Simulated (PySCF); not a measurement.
Diatomic cations of Sr with group 13

CCSD(T) with double-zeta basis sets in PySCF, for the lowest determinant that a PBE0 search found; no spin–orbit coupling. De refers to high-spin ground-configuration atoms (the charge goes to the atom of lower measured ionisation energy or higher electron affinity, which is not always the lowest computed limit).

| M | basis | reference, frozen orbitals | charged atom | state (unpaired electrons) | Re (Å) | ωe (cm⁻¹) | De (eV) |
| --- | --- | --- | --- | --- | --- | --- | --- |
| B | def2-SVP | UHF, 1 | Sr+ | triplet (σ ↑, π ↑) | 2.670 | 343 | 0.57 |
| Al | def2-SVP | RHF, 5 | Sr+ | singlet (closed shell) | 3.671 | 132 | 1.23 |
| In | def2-SVP | RHF, 4 | Sr+ | singlet (closed shell) | 3.783 | 83.2 | 1.35 |
| Tl | def2-SVP | RHF, 4 | Sr+ | singlet (closed shell) | 3.820 | 71.4 | n/a |

(1) The row for M = Ga is missing. Estimate Re, ωe and De as the mean of the rows for Al and In, and compare with the calculation.

Correlated steps freeze the inner cores (1 to 9 orbitals); shallow outer-core shells are correlated. Correlated levels converge slowly with the basis: in double zeta they bind strong bonds too weakly, by up to about 1 eV, and carry superposition errors of some tenths. Spin–orbit coupling is left out, which matters for elements this heavy, above all for dissociation energies. For an ion De counts to the pair picked by the measured ionisation energies or electron affinities, which need not be the lowest pair at this level. Where the molecule has an RHF reference, its open-shell atoms are computed with UHF. The CCSD T1 diagnostic is raised in SrAl⁺, a sign that a single reference may not be enough there. States were picked by a PBE0 search and need not be the measured ground states.

## Answers

(1) The means are 3.727 Å, 108 cm⁻¹ and 1.29 eV. RHF-CCSD(T) in def2-SVP gives SrGa⁺ as a singlet (closed shell) with Re = 3.619 Å, ωe = 99.8 cm⁻¹, De = 1.24 eV, so the estimate is off by +10.8 pm, +8 % and +0.05 eV.
